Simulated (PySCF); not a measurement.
Si(Br)(OH)(NH2)2 (BrH₅N₂OSi), SMILES [Si](N)(N)(Br)O.

The structure is a stationary point at PBE0-D3(BJ)/def2-SVP. The structure was generated by enumeration, and PubChem lists no compound with its InChIKey, so it may never have been made. The values are those of a single conformer.

Level of theory: PBE0-D3(BJ)/def2-SVP (PySCF).

Frequencies are harmonic and unscaled.

```csv
mode,ν (cm⁻¹),IR (km/mol),moving atoms (share of kinetic energy)
1,152,16.1,"H 37 %, N 30 %, O 23 %"
2,175,5.2,"N 44 %, H 30 %, O 12 %, Br 9 %"
3,245,0.8,"H 50 %, Br 18 %, N 16 %, O 15 %"
4,254,26.0,"H 65 %, N 20 %, Br 11 %"
5,264,28.1,"H 27 %, O 25 %, N 25 %, Si 19 %"
6,280,60.0,"H 62 %, O 17 %, N 10 %"
7,328,5.6,"H 54 %, N 16 %, O 14 %, Si 14 %"
8,350,180.1,"H 48 %, N 33 %, O 10 %"
9,391,60.5,"H 63 %, N 17 %, Si 15 %"
10,430,102.9,"H 77 %, N 12 %, Si 9 %"
11,441,192.4,"H 38 %, Si 32 %, N 16 %, O 8 %"
12,777,49.5,"H 56 %, O 25 %, N 18 %"
13,798,42.6,"N 45 %, H 40 %, Si 9 %"
14,828,46.1,"H 69 %, N 19 %"
15,854,274.2,"H 65 %, N 14 %, O 12 %, Si 9 %"
16,964,173.7,"Si 44 %, N 31 %, H 21 %"
17,976,178.4,"Si 49 %, O 20 %, N 18 %, H 13 %"
18,1524,110.7,"H 88 %, N 12 %"
19,1530,43.4,"H 88 %, N 12 %"
20,3622,45.8,H 96 %
21,3632,48.5,H 96 %
22,3734,43.1,"H 91 %, N 9 %"
23,3740,52.3,"H 91 %, N 9 %"
24,3936,98.9,H 94 %
```
